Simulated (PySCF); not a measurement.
Species: C4H9FNSi2 (doublet state).
Z-matrix (Å and degrees, GFN2-xTB geometry), rows numbered from 1:
```
F 
Si  1  1.6310
N   2  1.7189  1  103.72
C   3  1.4493  2  123.03  1    17.63
Si  4  1.9123  3  114.14  2    83.27
C   3  1.4242  2  119.07  1   177.68
C   6  1.4866  3  119.97  2    -3.79
C   7  1.3043  6   64.78  3  -108.91
H   2  1.4573  1  102.21  3  -114.50
H   4  1.0956  3  107.83  2  -153.78
H   4  1.0911  3  107.86  2   -38.66
H   5  1.4628  4  108.38  3   -50.48
H   5  1.4633  4  108.06  3  -171.85
H   5  1.4662  4  109.62  3    69.09
H   6  1.0905  3  111.55  2   145.23
H   7  1.0622  6  145.31  8   178.90
H   8  1.0620  6  146.52  7  -176.97
```

The hyperfine couplings belong to this conformer and change with its torsions.

Identity: `F[SiH]N(C[SiH3])C1C=C1` [radical].

The calculation used UKS B3LYP, pcH-1 on C F H N Si, non-relativistic, mean-field spin-orbit, GIAO in PySCF 2.14.0. One conformer (not necessarily the lowest) at the GFN2-xTB geometry, without solvent, vibrations or thermal averaging. A GFN2-xTB geometry isn't a minimum of the functional, and hyperfine couplings can be far from their values at a DFT geometry, by a factor of two or more for some ions and for spin on atoms past the first row. Stability of the SCF solution: not tested.

Principal values of hyperfine tensors in MHz (contact, dipolar and spin–orbit terms together), for some of the nuclei:

```json
{"atom": "Si2", "isotope": "29Si", "A1": "-764.26", "A2": "-583.19", "A3": "-577.15"}
{"atom": "H9", "isotope": "1H", "A1": "236.93", "A2": "241.63", "A3": "248.69"}
{"atom": "F1", "isotope": "19F", "A1": "18.51", "A2": "24.53", "A3": "316.59"}
{"atom": "H10", "isotope": "1H", "A1": "18.75", "A2": "19.51", "A3": "24.23"}
{"atom": "H15", "isotope": "1H", "A1": "17.63", "A2": "18.32", "A3": "22.90"}
{"atom": "N3", "isotope": "14N", "A1": "1.30", "A2": "1.66", "A3": "32.89"}
{"atom": "Si5", "isotope": "29Si", "A1": "-10.17", "A2": "-4.65", "A3": "-4.07"}
{"atom": "C6", "isotope": "13C", "A1": "-7.08", "A2": "-6.12", "A3": "-4.35"}
```

Task: Give the isotropic coupling of each nucleus in MHz and in mT (g = 2.0026), and the anisotropic part.

Result: a_iso = (A1 + A2 + A3)/3, Ti = Ai − a_iso; 1 mT corresponds to 28.029 MHz. The tensors hold a spin–orbit part: the run splits a_iso into a_FC + a_SO, and T includes its anisotropic share.

```json
{"atom": "Si2", "a_iso (MHz)": "-641.54", "a_FC": "-642.32", "a_SO": "0.78", "a_iso (mT)": "-22.888", "T1": "-122.72", "T2": "58.34", "T3": "64.38"}
{"atom": "H9", "a_iso (MHz)": "242.42", "a_FC": "242.42", "a_SO": "0.00", "a_iso (mT)": "8.649", "T1": "-5.49", "T2": "-0.79", "T3": "6.27"}
{"atom": "F1", "a_iso (MHz)": "119.87", "a_FC": "118.74", "a_SO": "1.13", "a_iso (mT)": "4.277", "T1": "-101.37", "T2": "-95.35", "T3": "196.72"}
{"atom": "H10", "a_iso (MHz)": "20.83", "a_FC": "20.83", "a_SO": "0.00", "a_iso (mT)": "0.743", "T1": "-2.08", "T2": "-1.32", "T3": "3.40"}
{"atom": "H15", "a_iso (MHz)": "19.62", "a_FC": "19.62", "a_SO": "0.00", "a_iso (mT)": "0.700", "T1": "-1.99", "T2": "-1.30", "T3": "3.29"}
{"atom": "N3", "a_iso (MHz)": "11.95", "a_FC": "11.92", "a_SO": "0.03", "a_iso (mT)": "0.426", "T1": "-10.65", "T2": "-10.29", "T3": "20.94"}
{"atom": "Si5", "a_iso (MHz)": "-6.30", "a_FC": "-6.32", "a_SO": "0.02", "a_iso (mT)": "-0.225", "T1": "-3.88", "T2": "1.65", "T3": "2.23"}
{"atom": "C6", "a_iso (MHz)": "-5.85", "a_FC": "-5.86", "a_SO": "0.00", "a_iso (mT)": "-0.209", "T1": "-1.23", "T2": "-0.27", "T3": "1.50"}
```

Task: What spin density at the nucleus of F1 lies behind its contact coupling (g_N = 5.25774)?

Result: a_FC = 800.24 MHz bohr³ × g_N × ρ(0)/(2S). With a_FC = 118.74 MHz and 2S = 1, ρ(0) = 0.02822 bohr⁻³.

Task: C8 (13C, g_N = 1.40482) isn't in the table. Its spin density at the nucleus is 0.006503 bohr⁻³. What is its contact coupling?

Result: By the same relation, a_FC = 7.31 MHz. Its full tensor has the principal values 3.05, 4.19, 14.70 MHz.

Task: Which nucleus of the table has the largest anisotropic coupling, and what is its form?

Result: F1: -101.4, -95.3, 196.7 MHz (the dipolar term alone has -102.7, -95.3, 198.0), nearly axial, close to the ratio −1:−1:+2.

Task: What first-order splitting does F1 cause when the field lies along A1, A2 or A3 of its tensor (g taken as isotropic, no quadrupole term)?

Result: 2 lines (I = 1/2), spaced by |A_i|/(g × 13.996): 0.66, 0.88, 11.29 mT along the axes of A1, A2 and A3.
